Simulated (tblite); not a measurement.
Species: C4H11GeNSi.
SMILES with atom numbers: `[CH3:1][NH:2][C@H:3]1[CH:4]=[CH:5][GeH2:6][SiH2:7]1` (hydrogens: H8, H9, H10 on C1; H11 on N2; H12 on C3; H13 on C4; H14 on C5; H15, H16 on Ge6; H17, H18 on Si7)

Computed with GFN2-xTB (tblite), gas phase: L-BFGS steps from a force-field or distance-geometry start until the largest atomic force falls under 0.01 eV/Å.

Step 3: E = -562.9179 eV
```
atom  x, y, z in Å  |  force x, y, z in eV/Å
C1     -2.6654    0.2454   -0.4201    0.210  -0.027  -0.142
N2     -1.4857    0.1761    0.4146    0.044  -0.096   0.017
C3     -0.3677   -0.5356   -0.2003    0.329  -0.188   0.362
C4      0.3639    0.2890   -1.2250   -0.080   0.034  -0.107
C5      1.6023    0.7385   -1.0747    0.435   0.025   0.268
Ge6     2.5886    0.2120    0.5489   -0.453  -0.194  -0.150
Si7     0.8338   -1.1066    1.2096   -0.083   0.171  -0.346
H8     -3.4607    0.7525    0.1061   -0.176   0.162   0.192
H9     -2.9904   -0.7650   -0.6475   -0.057  -0.155  -0.034
H10    -2.4701    0.7705   -1.3580   -0.167   0.089  -0.252
H11    -1.1867    1.1203    0.6402    0.062  -0.004   0.085
H12    -0.7635   -1.4472   -0.6602   -0.164   0.145  -0.178
H13    -0.2050    0.5736   -2.1101   -0.018  -0.098   0.088
H14     2.0647    1.3569   -1.8305   -0.130   0.044  -0.111
H15     3.8258   -0.5522    0.1764    0.253   0.408   0.010
H16     2.8140    1.4108    1.4264    0.426   0.066  -0.190
H17     0.3363   -0.7220    2.5020   -0.331  -0.085   0.391
H18     1.1569   -2.5104    1.0305   -0.103  -0.297   0.099
```

Step 4: E = -562.9596 eV
```
atom  x, y, z in Å  |  force x, y, z in eV/Å
C1     -2.6623    0.2494   -0.4235    0.042  -0.041  -0.068
N2     -1.4860    0.1684    0.4071    0.137   0.032   0.165
C3     -0.3589   -0.5337   -0.1958    0.171  -0.242   0.181
C4      0.3697    0.2875   -1.2276    0.143   0.092   0.118
C5      1.6111    0.7409   -1.0715    0.131  -0.031   0.110
Ge6     2.5852    0.2045    0.5585   -0.419  -0.120  -0.310
Si7     0.8326   -1.1124    1.2183   -0.184   0.136  -0.279
H8     -3.4609    0.7532    0.1087   -0.063   0.129   0.140
H9     -2.9858   -0.7580   -0.6451   -0.148  -0.318  -0.096
H10    -2.4811    0.7682   -1.3645   -0.098   0.170  -0.293
H11    -1.1861    1.1062    0.6391    0.088   0.184   0.176
H12    -0.7736   -1.4294   -0.6652   -0.067  -0.028  -0.189
H13    -0.2082    0.5685   -2.1053    0.007  -0.071   0.034
H14     2.0568    1.3616   -1.8403   -0.077  -0.021   0.027
H15     3.8317   -0.5258    0.1783    0.308   0.301  -0.013
H16     2.8346    1.4054    1.4088    0.398   0.175  -0.077
H17     0.3223   -0.7284    2.5130   -0.267  -0.110   0.267
H18     1.1502   -2.5198    1.0354   -0.103  -0.237   0.107
```

Step 5: E = -563.0000 eV
```
atom  x, y, z in Å  |  force x, y, z in eV/Å
C1     -2.6598    0.2532   -0.4278   -0.076  -0.102  -0.043
N2     -1.4836    0.1611    0.4024    0.132   0.186   0.190
C3     -0.3474   -0.5359   -0.1893   -0.090  -0.165  -0.120
C4      0.3802    0.2879   -1.2270    0.014   0.010   0.252
C5      1.6207    0.7426   -1.0672   -0.003   0.030  -0.114
Ge6     2.5749    0.1947    0.5628   -0.138   0.042  -0.313
Si7     0.8271   -1.1173    1.2246   -0.267  -0.051  -0.023
H8     -3.4610    0.7556    0.1133    0.089   0.057   0.048
H9     -2.9839   -0.7566   -0.6445   -0.170  -0.283  -0.110
H10    -2.4947    0.7691   -1.3770   -0.040   0.149  -0.160
H11    -1.1836    1.0950    0.6416    0.094   0.284   0.229
H12    -0.7855   -1.4110   -0.6741    0.055  -0.173  -0.176
H13    -0.2113    0.5617   -2.0993    0.084  -0.055   0.055
H14     2.0472    1.3661   -1.8500   -0.010  -0.082   0.174
H15     3.8441   -0.4914    0.1800    0.283   0.202  -0.029
H16     2.8644    1.4030    1.3883    0.317   0.189  -0.026
H17     0.3026   -0.7379    2.5286   -0.157  -0.151   0.044
H18     1.1407   -2.5338    1.0429   -0.116  -0.090   0.121
```

Step 6: E = -563.0259 eV
```
atom  x, y, z in Å  |  force x, y, z in eV/Å
C1     -2.6588    0.2536   -0.4317   -0.102  -0.088  -0.001
N2     -1.4803    0.1596    0.4021    0.048   0.226   0.081
C3     -0.3413   -0.5401   -0.1871   -0.254  -0.051  -0.231
C4      0.3865    0.2883   -1.2229   -0.050  -0.032   0.237
C5      1.6272    0.7441   -1.0659   -0.155   0.011  -0.183
Ge6     2.5662    0.1894    0.5603    0.114   0.139  -0.186
Si7     0.8183   -1.1219    1.2287   -0.231  -0.158   0.128
H8     -3.4594    0.7583    0.1173    0.184  -0.017  -0.037
H9     -2.9854   -0.7601   -0.6459   -0.128  -0.153  -0.085
H10    -2.5046    0.7720   -1.3876   -0.008   0.066   0.011
H11    -1.1803    1.0926    0.6474    0.075   0.260   0.204
H12    -0.7924   -1.4018   -0.6834    0.109  -0.227  -0.153
H13    -0.2115    0.5560   -2.0937    0.117  -0.037   0.068
H14     2.0408    1.3680   -1.8536    0.055  -0.061   0.182
H15     3.8573   -0.4646    0.1807    0.212   0.147  -0.034
H16     2.8902    1.4045    1.3738    0.229   0.133  -0.037
H17     0.2866   -0.7471    2.5397   -0.090  -0.166  -0.091
H18     1.1322   -2.5446    1.0501   -0.124   0.010   0.127
```

**Question.** Estimate the geometry and energy of step 7. (The exact step hangs on the optimiser's Hessian estimate; all steps are aligned on step 6, rigid shifts and turns removed.)

**Answer.** E = -563.0499 eV, largest force 0.362 eV/Å
```
atom  x, y, z in Å  |  force x, y, z in eV/Å
C1     -2.6589    0.2522   -0.4356   -0.074  -0.044   0.030
N2     -1.4770    0.1622    0.4025   -0.050   0.206  -0.062
C3     -0.3401   -0.5450   -0.1881   -0.307   0.044  -0.187
C4      0.3905    0.2882   -1.2158   -0.128  -0.069   0.119
C5      1.6306    0.7451   -1.0669   -0.213  -0.025  -0.132
Ge6     2.5600    0.1870    0.5545    0.280   0.155   0.004
Si7     0.8058   -1.1288    1.2339   -0.104  -0.153   0.151
H8     -3.4548    0.7608    0.1206    0.195  -0.067  -0.088
H9     -2.9893   -0.7661   -0.6488   -0.051   0.021  -0.036
H10    -2.5143    0.7757   -1.3968    0.018  -0.036   0.170
H11    -1.1756    1.0955    0.6569    0.027   0.142   0.118
H12    -0.7969   -1.3977   -0.6954    0.121  -0.222  -0.113
H13    -0.2092    0.5497   -2.0867    0.102  -0.008   0.045
H14     2.0361    1.3692   -1.8543    0.103  -0.009   0.123
H15     3.8741   -0.4361    0.1807    0.125   0.097  -0.041
H16     2.9192    1.4084    1.3592    0.129   0.065  -0.061
H17     0.2693   -0.7590    2.5489   -0.050  -0.162  -0.165
H18     1.1216   -2.5548    1.0596   -0.123   0.066   0.125
```

The energy changes by -0.0240 eV. The first-order estimate −F·Δx gives -0.0340 eV and the mean of the old and new forces, exact on a quadratic surface, -0.0239 eV. The step makes an angle of 59° with the force vector and moves no atom by more than 0.033 Å.

What follows is the cost of the whole relaxation. The run took 0.34 s wall on one thread of an Arm Neoverse V1, shared host.
